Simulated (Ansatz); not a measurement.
Reaction (ligand exchange at the Si–Br bond): `N[SiH](F)Br` + `N=CO` → `N[SiH](F)/N=C/O` + HBr

Gas-phase electronic energies from Ansatz, PBE0-D4/def2-TZVP geometries. CCSD(T)/CBS adds triple-zeta CCSD(T) − MP2 to the extrapolated MP2 energy (def2 sets, frozen cores). This one scheme is used for every species. For Br outer-core shells are correlated without core-valence functions, which leaves a few kJ/mol of doubt a bond. Scalar relativity is left out up to krypton. One conformer a species, not always the lowest.

| species | CCSD(T)/CBS(def2) energy (Eh) |
| --- | --- |
| `N[SiH](F)Br` | -3018.85213 |
| `N=CO` | -169.71775 |
| `N[SiH](F)/N=C/O` | -614.63799 |
| HBr | -2573.91920 |

Q: Work out ΔE.

A: ΔE = (-614.63799) + (-2573.91920) − (-3018.85213) − (-169.71775) = 0.01269 Eh = +0.35 eV.

Largest T1 diagnostic among the species: 0.014.
